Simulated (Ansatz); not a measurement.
Consider the isomerisation: `N[SiH](O)CO` → `N[SiH2]C(O)O`.

Calculated with Ansatz (gas phase, PBE0-D4/def2-TZVP geometries, no zero-point term in ΔE). CBS: MP2 limit from def2 TZ/QZ plus the TZ coupled-cluster correction, frozen cores. DFT in def2-TZVPP. B3LYP here is the variant with VWN-RPA as its local correlation; programs differ in this. Each species was taken in one conformer, which may not be the lowest.

Q: Is it downhill or uphill in electronic energy at CCSD(T)/CBS, and by how much? (Best estimate.)

A: Computed: Uphill: ΔE = +38.1 kcal/mol.

Q: What do these levels give: PBE-D4, BLYP-D4, BHLYP-D4, ωB97X-V, revPBE, BLYP, B3LYP, RPA@PBE/def2-TZVPP, HF/def2-SVP, CCSD(T)/def2-SVP, SCS-MP2/def2-QZVPP, HF/CBS(def2)? (Estimate.)

A: The calculation gave: PBE-D4 34.3, BLYP-D4 35.5, BHLYP-D4 38.2, ωB97X-V 36.0, revPBE 34.4, BLYP 35.4, B3LYP 36.7, RPA@PBE/def2-TZVPP 35.8, HF/def2-SVP 32.2, CCSD(T)/def2-SVP 30.2, SCS-MP2/def2-QZVPP 38.9, HF/CBS(def2) 39.0 kcal/mol.

Q: What do rigid-rotor, harmonic-oscillator terms from PBE0-D4/def2-TZVP frequencies (298.15 K, 1 bar) make of the CCSD(T)/CBS value? (An estimate is asked.)

A: Computed: ΔZPE = -0.8 kcal/mol, ΔH = +37.1 kcal/mol, ΔS = -5 J/(mol·K), ΔG = +37.4 kcal/mol.

Largest T1 diagnostic among the species: 0.012.

From BLYP to BHLYP (50 % exact exchange), in def2-TZVPP and without D4, ΔE moves by +2.7 kcal/mol. At CCSD(T), def2-SVP lies −7.9 kcal/mol from the extrapolated value and def2-TZVPP −0.8 kcal/mol. Leaving LDA and LC-ωPBE aside and taking each functional with its dispersion term where it has one, the values, not all of them listed here, spread over 4.1 kcal/mol, from revPBE-D4 to B97M-V. LDA lies −0.8 kcal/mol from PBE without D4.
